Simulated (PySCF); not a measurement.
# Structure elucidation problem

Molecular formula: C4H10FPSi. Simulated spectra:

1H NMR (600 MHz, computed): δ 5.04 (m, 1H), 3.61 (m, 1H), 2.30 (m, 2H), 1.95 (m, 2H), 1.54 (m, 2H), 0.67 (m, 2H).

13C{1H} NMR (computed): δ 21.4 (CH2), 16.0 (CH2).

How the numbers were obtained: GFN2-xTB structure, shielding tensors at PBE0/pcSseg-1 (GIAO), in PySCF 2.14 (one averaged value for each set of equivalent atoms, one conformer, non-relativistic Hamiltonian, in vacuum).

Shifts are taken against calculated references (same method and geometry level): 1H and 13C against TMS.

**Question.** Propose a structure and justify it.

**Answer.** 
1. 2 carbon signals for 4 carbons: some carbons are equivalent by symmetry or fast rotation.
2. Carbon types of the structure: 4 × CH2, leaving 2 H on heteroatoms.
3. δC 21.4: sp3 CH2 bonded to P.
4. δC 16.0: sp3 CH2 bonded to Si.
5. δH 5.04: hydrogen on a silicon bonded to 2 C, F, in a 6-membered ring.
6. δH 3.61: hydrogen on a phosphorus bonded to 2 C, in a 6-membered ring.
7. δH 2.30, 1.95: hydrogen on an sp3 CH2 bonded to P.
8. δH 1.54, 0.67: hydrogen on an sp3 CH2 bonded to Si.

Structure: SMILES F[SiH]1CCPCC1.

The shifts were computed for this structure.

Splittings by 19F and 31P in the carbon and heteronuclear signals aren't shown, as no couplings were computed. Shifts are as computed. Against solution values, carbons near 30 ppm lie about +3 ppm off and those near 130 ppm about +5 ppm. Of 1211 compounds with measured shifts, 218 miss one by over three times the rms of a fit or turn the order of signals round; such compounds aren't used in these exercises. Multiplicities follow the n + 1 count of equivalent neighbours, as no J values were calculated; m marks all less simple cases, F and P coupling included.
